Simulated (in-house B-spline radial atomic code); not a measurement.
Whole-atom quantities along the 13-electron series, configuration [Ne] 3s2 3p1. Breit and QED terms are first order and not part of the total energy; the density at the nucleus is averaged over the nuclear charge. Computed with an all-electron radial atomic-structure program (B-spline basis): Dirac-Hartree-Fock, average of the configuration, finite nuclei.

| ion | Z | E/Z² (Eh) | Σ<r²> (bohr²) | n(0)/Z³ (bohr⁻³) | Lamb diamagnetic shielding (ppm) | repulsion over attraction | Breit energy (eV) | self-energy (eV) | vacuum polarisation (eV) | Dirac less non-relativistic energy (Eh) |
| --- | --- | --- | --- | --- | --- | --- | --- | --- | --- | --- |
| Ga18+ | 31 | -1.8384 | 1.3827 | 0.93936 | 2224.44 | 0.080341 | 21.809 | 17.228 | -1.6021 | -19.166 |
| Ge19+ | 32 | -1.8499 | 1.274 | 0.9581 | 2306.44 | 0.07798 | 24.193 | 19.238 | -1.8234 | -21.937 |
| As20+ | 33 | -1.861 | 1.1776 | 0.97836 | 2388.8 | 0.075748 | 26.747 | 21.409 | -2.0675 | -25.004 |
| Se21+ | 34 | -1.8715 | 1.0916 | 0.99908 | 2471.55 | 0.073634 | 29.478 | 23.749 | -2.3359 | -28.386 |
| Br22+ | 35 | -1.8817 | 1.0146 | 1.021 | 2554.69 | 0.071629 | 32.392 | 26.264 | -2.6304 | -32.107 |
| Kr23+ | 36 | ? | ? | ? | ? | ? | ? | ? | ? | ? |
| Rb24+ | 37 | -1.9009 | 0.8829 | 1.0675 | 2722.23 | 0.067914 | 38.794 | 31.854 | -3.305 | -40.656 |
| Sr25+ | 38 | -1.91 | 0.82631 | 1.0923 | 2806.66 | 0.066191 | 42.295 | 34.945 | -3.689 | -45.533 |
| Zr27+ | 40 | -1.9274 | 0.72803 | 1.1448 | 2976.94 | 0.06298 | 49.929 | 41.763 | -4.5607 | -56.621 |
| Nb28+ | 41 | ? | ? | ? | ? | ? | ? | ? | ? | ? |
| Mo29+ | 42 | ? | ? | ? | ? | ? | ? | ? | ? | ? |
| Tc30+ | 43 | -1.9518 | 0.60989 | 1.2296 | 3236.17 | 0.058678 | 63.064 | 53.713 | -6.1624 | -77.002 |
| Ru31+ | 44 | -1.9595 | 0.57668 | 1.2595 | 3323.67 | 0.057365 | 67.918 | 58.194 | -6.7848 | -84.913 |
| Rh32+ | 45 | -1.9671 | 0.54602 | 1.2924 | 3411.75 | 0.056104 | 73.022 | 62.94 | -7.4562 | -93.438 |

Question: Fill in the row of Kr23+.

Answer: E/Z² (Eh): -1.8915; Σ<r²> (bohr²): 0.94538; n(0)/Z³ (bohr⁻³): 1.0437; Lamb diamagnetic shielding (ppm): 2638.24; repulsion over attraction: 0.069725; Breit energy (eV): 35.495; self-energy (eV): 28.963; vacuum polarisation (eV): -2.9528; Dirac less non-relativistic energy (Eh): -36.189.

Question: Fill in the row of Nb28+.

Answer: E/Z² (Eh): -1.9358; Σ<r²> (bohr²): 0.6852; n(0)/Z³ (bohr⁻³): 1.1718; Lamb diamagnetic shielding (ppm): 3062.82; repulsion over attraction: 0.061482; Breit energy (eV): 54.076; self-energy (eV): 45.507; vacuum polarisation (eV): -5.053; Dirac less non-relativistic energy (Eh): -62.886.

Question: Fill in the row of Mo29+.

Answer: E/Z² (Eh): -1.9439; Σ<r²> (bohr²): 0.64595; n(0)/Z³ (bohr⁻³): 1.1989; Lamb diamagnetic shielding (ppm): 3149.23; repulsion over attraction: 0.06005; Breit energy (eV): 58.452; self-energy (eV): 49.487; vacuum polarisation (eV): -5.5859; Dirac less non-relativistic energy (Eh): -69.669.

Question: With what power of Z does the column «vacuum polarisation (eV)» change over this range?

Answer: A fit of the logarithm of its size against log Z from Z = 31 to 45 has slope 4.13.
